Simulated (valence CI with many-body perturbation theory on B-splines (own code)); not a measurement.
# Energy levels of Lu37+

Calculated by valence CI with perturbative core correlation (CI+MBPT): six valence electrons over a frozen Dirac-Fock core [Ar] 3d10, radial functions for each j: 9 s, 9 p, 8 d, 6 f, 3 g, 1 h, with the one-electron correlation potential Σ1 (screened to all orders), the two-electron term Σ2, the three-electron term Σ3, Breit, model QED; selected single and double excitations, second order for the rest, scaled by the run's own slope (own B-spline code, finite nucleus).

No measured spectrum was set against this ion. As an estimate, large intervals hold to a few tenths of a per cent, small ones and those within an open d or f shell to about a per cent. Among the levels kept, up to 630 cm⁻¹ of a level comes from second order outside the variational space, and about a tenth of that is noise between levels of different J, which matters for small intervals.

Levels 1 to 39 of 39, with energies above the lowest level, (4s^2 4p1/2^2 4p3/2^2) J=2. "Leading %" is the weight of the configuration and term that name the level; weights of strongly mixed levels are sums over their largest components and can fall short. In the jj column 3d3/2^4 stands for four electrons in 3d with j = 3/2. Lifetimes count E1, E2, E3, M1 and M2 decay at the calculated energies, and are blank where another channel may lead or the interval is too uncertain; long ones can be off by a factor of two.

```csv
No.,Configuration,Term,J,E (cm⁻¹),Leading %,g,Lifetime,Leading jj
1,4s2 4p4,3P,2,0,69,1.348,,4s^2 4p1/2^2 4p3/2^2 (99 %)
2,4s2 4p4,1S,0,66395,61,,200 ms,4s^2 4p1/2^2 4p3/2^2 (98 %)
3,4s2 4p4,3P,1,590370,99,1.497,236 ns,4s^2 4p1/2 4p3/2^3 (99 %)
4,4s2 4p4,1D,2,624660,69,1.145,462 ns,4s^2 4p1/2 4p3/2^3 (98 %)
5,4s2 4p3 4d,3F°,2,1148900,29,1.068,181 ps,4s^2 4p1/2^2 4p3/2 4d3/2 (96 %)
6,4s2 4p3 4d,3P°,1,1165600,27,1.156,141 ps,4s^2 4p1/2^2 4p3/2 4d3/2 (92 %)
7,4s2 4p3 4d,3P°,0,1172000,57,,19.0 ns,4s^2 4p1/2^2 4p3/2 4d3/2 (98 %)
8,4s2 4p3 4d,3F°,3,1177900,28,1.133,54.9 ns,4s^2 4p1/2^2 4p3/2 4d3/2 (92 %)
9,4s2 4p4,3P,0,1242200,61,,106 ns,4s^2 4p3/2^4 (98 %)
10,4s 4p5,3P°,2,1260300,39,1.345,207 ps,4s^2 4p1/2^2 4p3/2 4d5/2 (57 %)
11,4s2 4p3 4d,3F°,4,1291200,47,1.273,42.7 μs,4s^2 4p1/2^2 4p3/2 4d5/2 (98 %)
12,4s2 4p3 4d,3D°,3,1390400,33,1.170,2.88 ps,4s^2 4p1/2^2 4p3/2 4d5/2 (87 %)
13,4s2 4p3 4d,3P°,1,1395200,17,1.200,4.58 ps,4s^2 4p1/2^2 4p3/2 4d5/2 (64 %)
14,4s 4p5,3P°,2,1404100,50,1.384,2.93 ps,4s 4p1/2^2 4p3/2^3 (50 %)
15,4s2 4p3 4d,3D°,1,1476200,28,1.021,2.26 ps,4s 4p1/2^2 4p3/2^3 (51 %)
16,4s2 4p3 4d,5D°,0,1706200,47,,207 ps,4s^2 4p1/2 4p3/2^2 4d3/2 (92 %)
17,4s2 4p3 4d,3D°,1,1707000,46,0.984,28.2 ps,4s^2 4p1/2 4p3/2^2 4d3/2 (94 %)
18,4s2 4p3 4d,3F°,2,1709300,44,1.032,136 ps,4s^2 4p1/2 4p3/2^2 4d3/2 (96 %)
19,4s2 4p3 4d,3F°,3,1736400,36,1.100,81.9 ps,4s^2 4p1/2 4p3/2^2 4d3/2 (93 %)
20,4s2 4p3 4d,3G°,4,1770200,51,1.063,1.50 μs,4s^2 4p1/2 4p3/2^2 4d3/2 (97 %)
21,4s2 4p3 4d,3F°,2,1809900,61,0.841,13.6 ps,4s^2 4p1/2 4p3/2^2 4d3/2 (93 %)
22,4s2 4p3 4d,3D°,3,1834700,58,1.346,20.3 ps,4s^2 4p1/2 4p3/2^2 4d5/2 (95 %)
23,4s2 4p3 4d,5D°,4,1841700,50,1.292,311 ns,4s^2 4p1/2 4p3/2^2 4d5/2 (98 %)
24,4s2 4p3 4d,1S°,0,1845400,35,,207 ps,4s^2 4p1/2 4p3/2^2 4d5/2 (63 %)
25,4s2 4p3 4d,3D°,1,1855500,34,0.970,214 ps,4s^2 4p1/2 4p3/2^2 4d5/2 (77 %)
26,4s2 4p3 4d,3P°,2,1883200,44,1.289,724 fs,4s^2 4p1/2 4p3/2^2 4d3/2 (84 %)
27,4s2 4p3 4d,3F°,4,1884000,68,1.177,1.39 μs,4s^2 4p1/2 4p3/2^2 4d5/2 (97 %)
28,4s2 4p3 4d,3S°,1,1884900,40,1.551,683 fs,4s^2 4p1/2 4p3/2^2 4d3/2 (84 %)
29,4s2 4p3 4d,3D°,3,1886900,50,1.166,735 fs,4s^2 4p1/2 4p3/2^2 4d3/2 (86 %)
30,4s2 4p3 4d,3G°,5,1896900,99,1.196,1.40 μs,4s^2 4p1/2 4p3/2^2 4d5/2 (99 %)
31,4s2 4p3 4d,3D°,1,1946200,36,0.983,756 fs,4s^2 4p1/2 4p3/2^2 4d3/2 (74 %)
32,4s2 4p3 4d,3D°,2,1955500,47,1.270,122 ps,4s^2 4p1/2 4p3/2^2 4d5/2 (98 %)
33,4s2 4p3 4d,1F°,3,1980900,35,1.127,568 ps,4s^2 4p1/2 4p3/2^2 4d5/2 (98 %)
34,4s2 4p3 4d,3D°,2,2007200,41,1.069,2.30 ps,4s^2 4p1/2 4p3/2^2 4d5/2 (88 %)
35,4s2 4p3 4d,3D°,1,2020100,29,1.112,1.39 ps,4s^2 4p1/2 4p3/2^2 4d5/2 (67 %)
36,4s 4p5,3P°,0,2026800,51,,2.02 ps,4s 4p1/2 4p3/2^4 (51 %)
37,4s2 4p3 4d,1F°,3,2040700,45,1.062,1.94 ps,4s^2 4p1/2 4p3/2^2 4d5/2 (83 %)
38,4s2 4p3 4d,1D°,2,2066800,38,1.216,1.08 ps,4s^2 4p1/2 4p3/2^2 4d5/2 (89 %)
39,4s 4p5,1P°,1,2105600,31,1.336,1.05 ps,4s 4p1/2 4p3/2^4 (57 %)
```

The ionisation energy to 4s2 4p3 2P°_3/2 of the next ion comes out as 1697.9 eV (NIST: 1696 ± 4 eV (theoretical)). All 39 levels together are meant to be complete up to 2108000 cm⁻¹.
